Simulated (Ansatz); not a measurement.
Eight cases of atomisation energy with Al to Br (electronic energies, kcal/mol), geometries: B3LYP-D3(BJ)/def2-TZVP. Functionals by Ansatz (a first-principles code) in def2-TZVPD; columns hold the difference against the high level (Ansatz, AFQMC by cisd_afqmc): A = CCSD(T)/CBS(cc-pV(Q+d)Z,cc-pV(5+d)Z) + [CCSDT(Q) - CCSD(T)]/cc-pV(D+d)Z + core + X2C; B = CCSD(T)/CBS(cc-pV(T+d)Z,cc-pV(Q+d)Z) + [CCSDT(Q) - CCSD(T)]/cc-pV(D+d)Z + core + X2C; C = CCSD(T)/CBS(cc-pV(T+d)Z,cc-pV(Q+d)Z) + [CCSDT(Q) - CCSD(T)]/cc-pV(T+d)Z + core + X2C; D = CCSD(T)/CBS(cc-pVTZ,cc-pVQZ) + [CCSDT(Q) - CCSD(T)]/cc-pVTZ. The cases were drawn at random from those of this class that have a high level and all functionals, leaving out states under which another spin lies or may lie. Left out are anions, K, Ca, elements past Kr, ionisation of Li, Na and Mg, pi-pi* triplets of linear molecules and other triplets made from a closed-shell parent. Runs that doubt their state, and full CI more than 15 mEh from coupled cluster, are set aside; a case stays where another high level and all functionals remain. AFQMC serves as high level only in triple zeta or larger, with a steady walk, a bar under 0.8 kcal/mol and agreement with other high levels or trials where they ran; where none ran, an unstable determinant or (outside 3d species) a high T1 diagnostic also bars it, so strongly correlated cases are thinned. No case was kept or dropped by the size of a functional's miss. Each difference is the functional minus the high level; affinities count positive where energy is released, gaps as the second state minus the first. Radicals and triplets start from unrestricted determinants; spin-orbit coupling is neglected. Cores are frozen in correlated methods (noble-gas shells, and filled d and f shells in the p block). Rows without X2C or -DK are non-relativistic. CBS(X,Y): correlation extrapolated as X^-3, Hartree-Fock from the larger set (Q,5: extrapolated as (X+1)exp(-9√X)). A bracket is a step between two methods taken in the basis named. The functionals are non-relativistic, so their misses hold any scalar relativity. '+ core + X2C': CCSD(T) terms for core correlation (cc-pwCVTZ, 1s frozen past Ne) and scalar relativity (cc-pVTZ-DK). For partners of very few electrons the exact lower level stands in for a higher one. The spin of CH3AlCl ([CH3][Al][Cl], doublet) was assumed, and the state is the lowest solution found for it.

```csv
case,level,value
"CH3AlCl (SMILES [CH3][Al][Cl], doublet)",B,467.4
CClF3 (SMILES FC(Cl)(F)F),A,435.1
SOF2 (SMILES O=S(F)F),A,311.1
"SiNH4 (SMILES [NH][SiH3], doublet)",C,400.1
"CH5Ge (SMILES [CH2][GeH3], doublet)",D,486.8
C2HClF2 (SMILES FC(F)=CCl),B,560.1
"SiH3S (SMILES [SiH2]S, doublet)",C,312.5
"SiHCl2 (SMILES Cl[SiH]Cl, doublet)",A,260.6
```

Question: Predict the difference of PBE, CAM-B3LYP, r2SCAN for each case and sum up.

Answer: 
```
case                                      PBE  CAM-B3LYP  r2SCAN
---------------------------------------  ----  ---------  ------
CH3AlCl (SMILES [CH3][Al][Cl], doublet)   2.4       -4.2     4.4
CClF3 (SMILES FC(Cl)(F)F)                23.8       -3.0     4.2
SOF2 (SMILES O=S(F)F)                    21.8       -6.4     2.4
SiNH4 (SMILES [NH][SiH3], doublet)       -0.3        4.4     0.0
CH5Ge (SMILES [CH2][GeH3], doublet)      -1.6        2.1     5.0
C2HClF2 (SMILES FC(F)=CCl)               29.1       -1.8     4.8
SiH3S (SMILES [SiH2]S, doublet)          -1.4       -2.7     3.1
SiHCl2 (SMILES Cl[SiH]Cl, doublet)        1.3       -6.8     4.7
```
PBE: mean +9.4, mean absolute 10.2, median absolute 2.0, largest +29.1; CAM-B3LYP: mean -2.3, mean absolute 3.9, median absolute 3.6, largest -6.8; r2SCAN: mean +3.6, mean absolute 3.6, median absolute 4.3, largest +5.0 kcal/mol. PBE lies above in 5 and below in 3 of the eight.
